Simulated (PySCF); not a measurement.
C9H11B.
Cartesian coordinates in Å at the PBE0-D3(BJ)/def2-SVP level; atoms count from 1:
```xyz
21
C9H11B angstrom
C     -0.3284   -2.7332   -0.3239
C     -0.8985   -1.5764    0.0505
C     -2.3089   -1.5480    0.5672
C     -0.1425   -0.2865    0.0061
C     -0.4037    0.6768    0.9647
B      0.2325    2.0418    1.2047
C      1.3539    2.6436    0.3614
C      1.9516    2.0997   -0.7472
C      1.6808    0.8552   -1.3798
C      0.8010   -0.1494   -1.0637
H     -0.8827   -3.6742   -0.2772
H      0.7113   -2.7904   -0.6548
H     -2.8969   -0.7541    0.0807
H     -2.3392   -1.3492    1.6506
H     -2.8066   -2.5117    0.3947
H     -1.1802    0.3894    1.6822
H     -0.1812    2.6893    2.1454
H      1.7425    3.6291    0.6476
H      2.7395    2.6834   -1.2403
H      2.2766    0.6676   -2.2795
H      0.8064   -0.9866   -1.7666
```

The closed-shell ground state was solved at several levels (PySCF, density fitting, gas phase, non-relativistic).

| level | basis functions | total energy (Eh) | HOMO (eV) | LUMO (eV) | gap (eV) | dipole (D) |
| --- | --- | --- | --- | --- | --- | --- |
| wB97X-D/pcSseg-1 | 225 | -374.1945 | -8.74 | -0.34 | 8.40 | 2.09 |
| PBE0/pcSseg-1 | 225 | -373.8664 | -7.04 | -2.01 | 5.03 | 2.17 |

(1) Estimate the row for B3LYP/def2-SVPD, a basis of 288 functions; the other rows only guide the guess.

(2) Over all these levels, which gives the widest orbital gap and which the narrowest?

(3) How far do the dipole and the HOMO energy spread over the levels?

Answers

(1) Total energy -374.1373 Eh, HOMO -6.84 eV, LUMO -2.19 eV, gap 4.65 eV, dipole 2.13 D.

(2) wB97X-D/pcSseg-1 (range-separated hybrid) has the widest, 8.40 eV, and B3LYP/def2-SVPD (global hybrid, 20 % exact exchange) the narrowest, 4.65 eV. Functional and basis both differ between the two, so the spread mixes both effects.

(3) The dipole runs from 2.09 to 2.17 D (mean 2.13 D) and the HOMO from -8.74 to -6.84 eV.

One conformer stands for the species.

wB97X-D is run here without its empirical dispersion term; that term would change no orbital, density or response property at a fixed geometry.
